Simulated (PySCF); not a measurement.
CH8N2Si3, SMILES C1=N[SiH2][SiH2]N[SiH2]1. Atoms are numbered in the order given.

```xyz
14

C      0.2659     1.8456    -0.0288
N      1.3974     1.2803    -0.1411
Si     1.7529    -0.4456    -0.2220
Si    -0.1761    -1.7225     0.2231
N     -1.5039    -0.6023    -0.0219
Si    -1.5018     1.1302     0.0754
H      0.2686     2.9609     0.0089
H      2.8458    -0.7233     0.7557
H      2.2739    -0.7174    -1.5961
H     -0.1571    -2.3027     1.6078
H     -0.3294    -2.8792    -0.7164
H     -2.4252    -1.0272    -0.1046
H     -2.0968     1.6677     1.3429
H     -2.2794     1.7319    -1.0533
```
Charge 0, spin multiplicity 1.

The structure is a stationary point at PBE0-D3(BJ)/def2-SVP. This is a generated structure with no PubChem entry under its InChIKey; it may be hypothetical.

Two levels are set side by side: PBE/pcSseg-1 (PySCF) and KT2/pcSseg-1 (PySCF). GIAO shifts against NH3 (¹⁵N), TMS (²⁹Si), TMS (¹H), TMS (¹³C) at the same level; non-relativistic, no solvent, atoms listed together averaged. Differences are taken from unrounded values.

| quantity | KT2 |
|---|---|
| δ(¹³C) of C1 (ppm) | 194.4 |
| δ(¹⁵N) of N2 (ppm) | 451.4 |
| δ(²⁹Si) of Si3 (ppm) | -67.3 |
| δ(²⁹Si) of Si4 (ppm) | -61.0 |
| δ(¹⁵N) of N5 (ppm) | -4.9 |
| δ(²⁹Si) of Si6 (ppm) | -71.8 |
| δ(¹H) of H7 (ppm) | 10.28 |
| δ(¹H) of H12 (ppm) | -0.37 |

Task: What does PBE give, and how far is it from KT2? (An estimate is asked for; the answer gives what the named calculation found.)

Result: 
| quantity | PBE | PBE minus KT2 |
|---|---|---|
| δ(¹³C) of C1 (ppm) | 209.4 | 15.0 |
| δ(¹⁵N) of N2 (ppm) | 490.2 | 38.8 |
| δ(²⁹Si) of Si3 (ppm) | -70.9 | -3.5 |
| δ(²⁹Si) of Si4 (ppm) | -65.7 | -4.7 |
| δ(¹⁵N) of N5 (ppm) | -1.5 | 3.4 |
| δ(²⁹Si) of Si6 (ppm) | -75.0 | -3.2 |
| δ(¹H) of H7 (ppm) | 10.75 | 0.46 |
| δ(¹H) of H12 (ppm) | -0.33 | 0.03 |

Rough cost on one machine, each run with all the roots and properties that it gave: KT2 against PBE within a factor of 2.
